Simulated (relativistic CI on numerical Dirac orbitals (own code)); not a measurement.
## Electric-dipole lines of Tm LXII

Method of calculation: Dirac-Coulomb-Breit CI, orbitals from a KLI potential per configuration, model QED, unscaled Slater integrals (own radial code, finite nucleus).

Configuration list (outside the closed core 1s2): 2s²2p⁴, 2s2p⁵, 2p⁶, 2p⁵3s, 2p⁵3p, 2s²2p³3s, 2p⁵3d, 2s²2p³3p, 2s²2p³3d, 2s2p⁴3s, 2s2p⁴3p, 2s2p⁴3d, 2s²2p³4s, 2s²2p³4p, 2s²2p³4d, 2s²2p³4f. Levels of other configurations are missing.

| λ vac (nm) | Lower | Upper | A (s⁻¹) | E lower (eV) | E upper (eV) |
| --- | --- | --- | --- | --- | --- |
| 0.13699 | 2s²2p⁴ ¹D2 [4] | 2s²2p³3d ³F°3 [140] | 9.58e+14 | 1033.3 | 10084.0 |
| 0.13715 | 2s²2p⁴ ³P2 [1] | 2s²2p³3d ³P°2 [67] | 8.16e+14 | 0.0 | 9040.3 |
| 0.13720 | 2s²2p⁴ ³P2 [1] | 2s²2p³3d ³F°3 [66] | 1.07e+15 | 0.0 | 9036.6 |
| 0.13753 | 2s2p⁵ ³P°2 [5] | 2s2p⁴3d ³F3 [170] | 9.30e+14 | 1382.0 | 10396.9 |
| 0.13771 | 2s2p⁵ ³P°2 [5] | 2p⁵3p ³D2 [169] | 1.15e+15 | 1382.0 | 10385.1 |
| 0.13782 | 2s2p⁵ ³P°2 [5] | 2p⁵3p ³P1 [167] | 1.62e+15 | 1382.0 | 10378.2 |
| 0.15242 | 2s²2p⁴ ³P1 [3] | 2s²2p³3d ³P°2 [81] | 7.90e+14 | 1014.6 | 9149.0 |
| 0.15270 | 2s²2p⁴ ¹D2 [4] | 2s²2p³3d ³F°3 [82] | 9.37e+14 | 1033.3 | 9152.6 |
| 0.15281 | 2s²2p⁴ ³P0 [7] | 2s²2p³3d ³D°1 [146] | 2.35e+15 | 2069.6 | 10183.1 |
| 0.15283 | 2s2p⁵ ³P°2 [5] | 2s2p⁴3d ³D3 [111] | 1.01e+15 | 1382.0 | 9494.5 |
| 0.15311 | 2s2p⁵ ³P°1 [9] | 2s2p⁴3d ³D2 [198] | 1.75e+15 | 2444.5 | 10542.3 |
| 0.15314 | 2s²2p⁴ ³P2 [1] | 2s²2p³3d ³D°3 [25] | 1.72e+15 | 0.0 | 8095.9 |
| 0.15319 | 2s²2p⁴ ¹D2 [4] | 2s²2p³3d ¹D°2 [80] | 1.41e+15 | 1033.3 | 9126.8 |
| 0.15323 | 2s²2p⁴ ³P1 [3] | 2s²2p³3d ³D°2 [77] | 1.30e+15 | 1014.6 | 9105.9 |
| 0.15324 | 2s²2p⁴ ¹D2 [4] | 2s²2p³3d ¹F°3 [79] | 1.14e+15 | 1033.3 | 9124.2 |
| 0.15343 | 2s²2p⁴ ³P2 [1] | 2s²2p³3d ³D°2 [24] | 7.75e+14 | 0.0 | 8080.6 |
| 0.15379 | 2s2p⁵ ¹P°1 [6] | 2s2p⁴3d ¹D2 [114] | 1.83e+15 | 1458.8 | 9520.5 |
| 0.15398 | 2s²2p⁴ ¹S0 [2] | 2s²2p³3d ³D°1 [26] | 1.07e+15 | 55.0 | 8107.0 |
| 0.15399 | 2s2p⁵ ³P°2 [5] | 2s2p⁴3d ³P2 [107] | 1.18e+15 | 1382.0 | 9433.6 |
| 0.15415 | 2s2p⁵ ³P°2 [5] | 2s2p⁴3d ³D3 [106] | 6.37e+14 | 1382.0 | 9425.0 |

Terms are leading LS components. Brackets give the number of a level in order of energy, since labels repeat. The list gives strong lines, with weight on those to low levels, without lines whose two gauges differ by over a factor of 2.5, among the lowest 200 of 342 levels, so that lines to higher ones, which can be the strongest, are missing. Levels whose partners in the same complex of configurations lie outside the list can be far off, and so can their lines. Rates are taken at the computed energies, electric ones in the length gauge.

At this charge energies of transitions that change n are usually good to better than 1 %, and those within a shell (Δn = 0) to a few per cent.

LS names give the leading component of a level, which can be under half, so a name can repeat, a term be missing and a line seem to break the LS rules.
